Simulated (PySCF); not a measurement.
Cl$_{2}$Si, triplet, at a GFN2-xTB geometry (the spin is typed, not shown lowest), atoms displaced at random by about 0.1 Å a coordinate; PBE/6-31G in PySCF.

The PySCF input:
```python
from pyscf import gto, scf, dft
from pyscf.geomopt import geometric_solver

mol = gto.M(
    atom='''
Si   -0.00139731    0.11826002    0.78363437
Cl    1.04070783    1.41343568   -0.08789040
Cl   -1.29096430   -1.16097859   -0.05703503
''',
    basis='6-31g',
    spin=2,
    verbose=3,
)

def method(m):
    mf = dft.UKS(m)
    mf.xc = 'pbe'
    return mf

conv, mol_eq = geometric_solver.kernel(method(mol), maxsteps=100, coordsys='prim')
print('optimisation converged:', conv)
print(mol_eq.tostring(format='xyz'))
mf = method(mol_eq)
mf.kernel()
```

Output, abridged:

```
Custom engine selected.
Bonds will be generated from interatomic distances less than 1.20 times sum of covalent radii
3 internal coordinates being used (instead of 9 Cartesians)
Internal coordinate system (atoms numbered from 1):
Distance 1-2
Distance 1-3
Angle 2-1-3
<class 'geometric.internal.Distance'> : 2
<class 'geometric.internal.Angle'> : 1
> ===== Optimization Info: ====
> Job type: Energy minimization
> Maximum number of optimization cycles: 100
> Initial / maximum trust radius (Angstrom): 0.100 / 0.300
> Convergence Criteria:
> Will converge when all 5 criteria are reached:
>  |Delta-E| < 1.00e-06
>  RMS-Grad  < 3.00e-04
>  Max-Grad  < 4.50e-04
>  RMS-Disp  < 1.20e-03
>  Max-Disp  < 1.80e-03
> === End Optimization Info ===

Geometry optimization cycle 1
Cartesian coordinates (Angstrom)
 Atom        New coordinates             dX        dY        dZ
  Si  -0.001397   0.118260   0.783634    0.000000  0.000000 -0.000000
  Cl   1.040708   1.413436  -0.087890    0.000000  0.000000  0.000000
  Cl  -1.290964  -1.160979  -0.057035    0.000000  0.000000  0.000000

WARN: Mole.unit (angstrom) is changed to Bohr

converged SCF energy = -1209.18680632385  <S^2> = 2.0018476  2S+1 = 3.0012315
--------------- UKS_Scanner gradients ---------------
         x                y                z
0 Si     0.0400680988     0.0634471345    -0.1145294118
1 Cl    -0.0897143982    -0.1121543707     0.0789745776
2 Cl     0.0496348244     0.0486992099     0.0355461220
----------------------------------------------
cycle 1: E = -1209.18680632  dE = -1209.19  norm(grad) = 0.227401
Step    0 : Gradient = 1.313e-01/1.639e-01 (rms/max) Energy = -1209.1868063239
[...]
Geometry optimization cycle 2
Cartesian coordinates (Angstrom)
 Atom        New coordinates             dX        dY        dZ
  Si  -0.004132   0.103356   0.854175   -0.002735 -0.014904  0.070541
  Cl   1.111428   1.498258  -0.128810    0.070720  0.084822 -0.040920
  Cl  -1.358949  -1.230897  -0.086656   -0.067985 -0.069918 -0.029621

converged SCF energy = -1209.23065291254  <S^2> = 2.0023332  2S+1 = 3.0015551
--------------- UKS_Scanner gradients ---------------
         x                y                z
0 Si     0.0148135546     0.0234330967    -0.0421951843
1 Cl    -0.0309052630    -0.0390131037     0.0293152055
2 Cl     0.0161046920     0.0155777719     0.0128535917
----------------------------------------------
cycle 2: E = -1209.23065291  dE = -0.0438466  norm(grad) = 0.0809492
Step    1 : Displace = 9.910e-02/1.178e-01 (rms/max) Trust = 1.000e-01 (=) Grad = 4.674e-02/5.776e-02 (rms/max) E (change) = -1209.2306529125 (-4.385e-02) Quality = 1.283
Along Distance 1-2 0.797
[...]
Geometry optimization cycle 3
Cartesian coordinates (Angstrom)
 Atom        New coordinates             dX        dY        dZ
  Si  -0.005581   0.093622   0.902453   -0.001449 -0.009734  0.048278
  Cl   1.142242   1.536855  -0.156361    0.030814  0.038597 -0.027551
  Cl  -1.388315  -1.259760  -0.107383   -0.029365 -0.028863 -0.020727

converged SCF energy = -1209.23928861932  <S^2> = 2.0025982  2S+1 = 3.0017316
--------------- UKS_Scanner gradients ---------------
         x                y                z
0 Si     0.0076192950     0.0111678223    -0.0164409450
1 Cl    -0.0124852653    -0.0158631331     0.0122686872
2 Cl     0.0048987284     0.0046992963     0.0041455763
----------------------------------------------
cycle 3: E = -1209.23928862  dE = -0.00863571  norm(grad) = 0.0327778
Step    2 : Displace = 5.083e-02/5.655e-02 (rms/max) Trust = 1.414e-01 (+) Grad = 1.892e-02/2.362e-02 (rms/max) E (change) = -1209.2392886193 (-8.636e-03) Quality = 1.350
Along Distance 1-2 0.805
[...]
Geometry optimization cycle 4
Cartesian coordinates (Angstrom)
 Atom        New coordinates             dX        dY        dZ
  Si  -0.008244   0.085635   0.932429   -0.002663 -0.007987  0.029975
  Cl   1.161271   1.560825  -0.174170    0.019029  0.023970 -0.017809
[...]
converged SCF energy = -1209.24120629406  <S^2> = 2.0027641  2S+1 = 3.0018422
Step    3 : Displace = 3.106e-02/3.541e-02 (rms/max) Trust = 2.000e-01 (+) Grad = 6.030e-03/7.394e-03 (rms/max) E (change) = -1209.2412062941 (-1.918e-03) Quality = 1.231
converged SCF energy = -1209.24139324686  <S^2> = 2.0028226  2S+1 = 3.0018812
Step    4 : Displace = 1.080e-02/1.366e-02 (rms/max) Trust = 2.828e-01 (+) Grad = 2.451e-03/3.280e-03 (rms/max) E (change) = -1209.2413932469 (-1.870e-04) Quality = 1.197
[...]

converged SCF energy = -1209.24141510198  <S^2> = 2.0028374  2S+1 = 3.001891
--------------- UKS_Scanner gradients ---------------
         x                y                z
0 Si     0.0012403218     0.0012865072     0.0004871809
1 Cl    -0.0003563422    -0.0004826559     0.0002524019
2 Cl    -0.0008436185    -0.0008010396    -0.0007561098
----------------------------------------------
cycle 6: E = -1209.2414151  dE = -2.18551e-05  norm(grad) = 0.00240407
Step    5 : Displace = 3.249e-03/4.548e-03 (rms/max) Trust = 3.000e-01 (+) Grad = 1.388e-03/1.852e-03 (rms/max) E (change) = -1209.2414151020 (-2.186e-05) Quality = 1.351
Along Distance 1-2 0.988
[...]
Geometry optimization cycle 7
Cartesian coordinates (Angstrom)
 Atom        New coordinates             dX        dY        dZ
  Si  -0.014313   0.077649   0.940135   -0.001749 -0.001674 -0.001506
  Cl   1.173669   1.575659  -0.181133    0.001757  0.001927  0.000055
  Cl  -1.411010  -1.282591  -0.120294   -0.000008 -0.000253  0.001451

converged SCF energy = -1209.24142427315  <S^2> = 2.0028418  2S+1 = 3.0018939
--------------- UKS_Scanner gradients ---------------
         x                y                z
0 Si     0.0003976309     0.0003644209     0.0004486708
1 Cl     0.0000621161     0.0000335481    -0.0000829353
2 Cl    -0.0004185214    -0.0003956147    -0.0003822774
----------------------------------------------
cycle 7: E = -1209.24142427  dE = -9.17116e-06  norm(grad) = 0.000990902
Step    6 : Displace = 2.388e-03/2.851e-03 (rms/max) Trust = 3.000e-01 (=) Grad = 5.721e-04/7.016e-04 (rms/max) E (change) = -1209.2414242731 (-9.171e-06) Quality = 1.296
Along Distance 1-2 0.697
[...]
Geometry optimization cycle 8
Cartesian coordinates (Angstrom)
 Atom        New coordinates             dX        dY        dZ
  Si  -0.015148   0.076993   0.938567   -0.000836 -0.000656 -0.001569
  Cl   1.174062   1.576008  -0.180637    0.000393  0.000349  0.000496
  Cl  -1.410567  -1.282284  -0.119221    0.000443  0.000307  0.001073

converged SCF energy = -1209.2414264679  <S^2> = 2.0028389  2S+1 = 3.001892
--------------- UKS_Scanner gradients ---------------
         x                y                z
0 Si     0.0000084751    -0.0000131817     0.0001447170
1 Cl     0.0001089391     0.0000839790    -0.0000788164
2 Cl    -0.0000758758    -0.0000685850    -0.0000825133
----------------------------------------------
cycle 8: E = -1209.24142647  dE = -2.19476e-06  norm(grad) = 0.000252171
Step    7 : Displace = 1.361e-03/1.895e-03 (rms/max) Trust = 3.000e-01 (=) Grad = 1.456e-04/1.585e-04 (rms/max) E (change) = -1209.2414264679 (-2.195e-06) Quality = 1.163
Along Distance 1-3 -0.932
[...]
Geometry optimization cycle 9
Cartesian coordinates (Angstrom)
 Atom        New coordinates             dX        dY        dZ
  Si  -0.015205   0.077002   0.938141   -0.000057  0.000009 -0.000425
  Cl   1.173901   1.575796  -0.180427   -0.000160 -0.000212  0.000210
  Cl  -1.410350  -1.282081  -0.119006    0.000217  0.000203  0.000215

converged SCF energy = -1209.24142664317  <S^2> = 2.002837  2S+1 = 3.0018908
--------------- UKS_Scanner gradients ---------------
         x                y                z
0 Si    -0.0000135501    -0.0000153663     0.0000136441
1 Cl     0.0000522016     0.0000108344    -0.0000155283
2 Cl     0.0000028646     0.0000067535    -0.0000147527
----------------------------------------------
cycle 9: E = -1209.24142664  dE = -1.75264e-07  norm(grad) = 6.29354e-05
Step    8 : Displace = 3.803e-04/4.291e-04 (rms/max) Trust = 3.000e-01 (=) Grad = 3.634e-05/5.553e-05 (rms/max) E (change) = -1209.2414266432 (-1.753e-07) Quality = 1.144
Along Distance 1-3 -0.728
[...]
Converged! =D

optimisation converged: True
3
XYZ from PySCF
Si         -0.01520501        0.07700176        0.93814150
Cl          1.17390110        1.57579619       -0.18042694
Cl         -1.41034986       -1.28208083       -0.11900562

converged SCF energy = -1209.24142664324  <S^2> = 2.002837  2S+1 = 3.0018907
```
